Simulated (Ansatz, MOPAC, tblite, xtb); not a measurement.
## RbNa (SMILES [Na][Rb]): methods side by side

RbNa, singlet, SMILES `[Na][Rb]`. Each level relaxes the structure for itself.

Quantity: the harmonic wavenumber, in cm⁻¹. The values are calculated.

**The experiment to reproduce.** Huber and Herzberg, Constants of Diatomic Molecules gives the harmonic wavenumber of the gas as 107 cm⁻¹.

```json
{"level": "GFN1-xTB", "kind": "semi-empirical", "program": "xtb", "value (cm⁻¹)": "157", "computed − measured": "+50"}
{"level": "GFN2-xTB", "kind": "semi-empirical", "program": "tblite", "value (cm⁻¹)": "204", "computed − measured": "+97"}
{"level": "PM7", "kind": "semi-empirical", "program": "MOPAC", "value (cm⁻¹)": "272", "computed − measured": "+165"}
{"level": "SVWN5/def2-TZVP (core potential)", "kind": "LDA", "program": "Ansatz", "value (cm⁻¹)": "108", "computed − measured": "+1"}
{"level": "PBE-D3(BJ)/def2-TZVP (core potential)", "kind": "GGA", "program": "Ansatz", "value (cm⁻¹)": "103", "computed − measured": "-4"}
{"level": "r2SCAN/def2-TZVP (core potential)", "kind": "meta-GGA", "program": "Ansatz", "value (cm⁻¹)": "103", "computed − measured": "-4"}
{"level": "B3LYP-D4/def2-TZVP (core potential)", "kind": "global hybrid", "program": "Ansatz", "value (cm⁻¹)": "105", "computed − measured": "-2"}
{"level": "PBE0-D4/def2-TZVP (core potential)", "kind": "global hybrid", "program": "Ansatz", "value (cm⁻¹)": "105", "computed − measured": "-2"}
{"level": "wB97X-V/def2-TZVP (core potential)", "kind": "range-separated hybrid", "program": "Ansatz", "value (cm⁻¹)": "112", "computed − measured": "+5"}
{"level": "CCSD(T)/def2-TZVP (core potential)", "kind": "coupled cluster or CI", "program": "Ansatz", "value (cm⁻¹)": "103", "computed − measured": "-4"}
```

Nearest: PBE0-D4/def2-TZVP (core potential) (-2 cm⁻¹); farthest: PM7 (+165 cm⁻¹). Computed less measured by kind, in cm⁻¹ (def2-TZVP rows): semi-empirical +50 to +165; LDA +1; GGA -4; meta-GGA -4; global hybrid -2 to -2; range-separated hybrid +5; coupled cluster or CI -4. Harmonic and unscaled.
